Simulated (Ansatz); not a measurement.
Ansatz (a quantum-chemistry and plane-wave program) input (B3LYP/LANL2DZ): The .json file is the Basis Set Exchange's LANL2DZ.

Ansatz 0.2 input:
```yaml
crystal:
  periodic: [false, false, false]
  atoms:
    - {symbol: B, position_ang: [-0.00000000, -0.00000000, -0.78099334]}
    - {symbol: F, position_ang: [0.00000000, 0.00000000, 0.43388519]}
basis:
  gaussian:
    orbitals: LANL2DZ.json
hamiltonian:
  xc: {name: B3LYP}
total_charge: 1
magnetization: {spin_polarized: true, initial_magnetization: 1}
relax: {f_tol: 0.003, max_steps: 120}
```

Output:

```
WARN ansatz: RAYON_NUM_THREADS=1 ignored (pool sized by the plan → 1); use --threads N
Functional definition: B3LYP
integrals: 0.00 GiB planned
231 factors; integrals over basis functions are off by at most 7.4e-5 eV
mean field: 0.06 GiB planned
mean field evaluation 1: about -3366.3071 eV, gradient 6.0e1 eV
mean field evaluation 2: about -3229.6571 eV, gradient 1.8e2 eV
mean field evaluation 4: about -3380.3559 eV, gradient 9.8e-1 eV
mean field evaluation 8: about -3380.3631 eV, gradient 7.9e-3 eV
mean field -3380.36311955 eV, -124.2260533510 hartree, gradient 1.0e-5 eV, S^2 0.753307; 0 other end points of the search recorded, 0 dependent functions left out
the calculation of the forces begins
reference -3380.36329494 eV, -124.2260597965 hartree; 7, 6 occupied and 11, 12 virtual orbitals, 231 factors
relax step   1: F+E_penalty+E_count = -3380.36311955 eV  Δ(F+E_penalty+E_count) = +0.000e0 eV  max|allowed force component| = 4.551e0 eV/Å  Δτ_max = 0.0000 Å  (24 SCF iters, accepted)
these checks for a lower state are left out or cut short: starts, cluster_reference, orbital_swaps, neighbouring_geometries, increment
integrals: 0.00 GiB planned
231 factors; integrals over basis functions are off by at most 7.3e-5 eV
mean field: 0.06 GiB planned
mean field evaluation 16: about -3380.4910 eV, gradient 2.3e-2 eV
mean field -3380.49190326 eV, -124.2307860651 hartree, gradient 3.3e-5 eV, S^2 0.753492; 0 other end points of the search recorded, 0 dependent functions left out
the calculation of the forces begins
reference -3380.49207551 eV, -124.2307923952 hartree; 7, 6 occupied and 11, 12 virtual orbitals, 231 factors
relax step   2: F+E_penalty+E_count = -3380.49190326 eV  Δ(F+E_penalty+E_count) = -1.288e-1 eV  max|allowed force component| = 1.283e0 eV/Å  Δτ_max = 0.0227 Å  (23 SCF iters, accepted)
these checks for a lower state are left out or cut short: starts, cluster_reference, orbital_swaps, neighbouring_geometries, increment
integrals: 0.00 GiB planned
231 factors; integrals over basis functions are off by at most 7.2e-5 eV
mean field: 0.06 GiB planned
mean field -3380.50544091 eV, -124.2312835644 hartree, gradient 3.4e-5 eV, S^2 0.753567; 0 other end points of the search recorded, 0 dependent functions left out
the calculation of the forces begins
reference -3380.50561158 eV, -124.2312898365 hartree; 7, 6 occupied and 11, 12 virtual orbitals, 231 factors
relax step   3: F+E_penalty+E_count = -3380.50544091 eV  Δ(F+E_penalty+E_count) = -1.354e-2 eV  max|allowed force component| = 1.734e-1 eV/Å  Δτ_max = 0.0094 Å  (22 SCF iters, accepted)
these checks for a lower state are left out or cut short: starts, cluster_reference, orbital_swaps, neighbouring_geometries, increment
integrals: 0.00 GiB planned
231 factors; integrals over basis functions are off by at most 7.2e-5 eV
mean field: 0.06 GiB planned
mean field evaluation 32: about -3380.5057 eV, gradient 2.7e-5 eV
mean field -3380.50571429 eV, -124.2312936110 hartree, gradient 2.7e-5 eV, S^2 0.753580; 0 other end points of the search recorded, 0 dependent functions left out
the calculation of the forces begins
reference -3380.50588469 eV, -124.2312998733 hartree; 7, 6 occupied and 11, 12 virtual orbitals, 231 factors
relax step   4: F+E_penalty+E_count = -3380.50571429 eV  Δ(F+E_penalty+E_count) = -2.734e-4 eV  max|allowed force component| = 7.265e-4 eV/Å  Δτ_max = 0.0016 Å  (21 SCF iters, accepted)
integrals: 0.00 GiB planned
231 factors; integrals over basis functions are off by at most 7.2e-5 eV
mean field: 0.06 GiB planned
mean field -3380.50571429 eV, -124.2312936110 hartree, gradient 2.7e-5 eV, S^2 0.753580; 1 other end points of the search recorded, 0 dependent functions left out
the calculation of the forces begins
reference -3380.50588469 eV, -124.2312998733 hartree; 7, 6 occupied and 11, 12 virtual orbitals, 231 factors
Total energy: -3380.50588469 eV, -124.2312998733 hartree
Atom 0 at    -0.000000    -0.000000    -0.814689 Å, force     0.000000    -0.000000     0.000726 eV/Å
Atom 1 at     0.000000     0.000000     0.467581 Å, force    -0.000000     0.000000    -0.000726 eV/Å
Dipole moment:     0.000000     0.000000    -0.807600 e Å
```

The dipole moment of an ion depends on the origin.
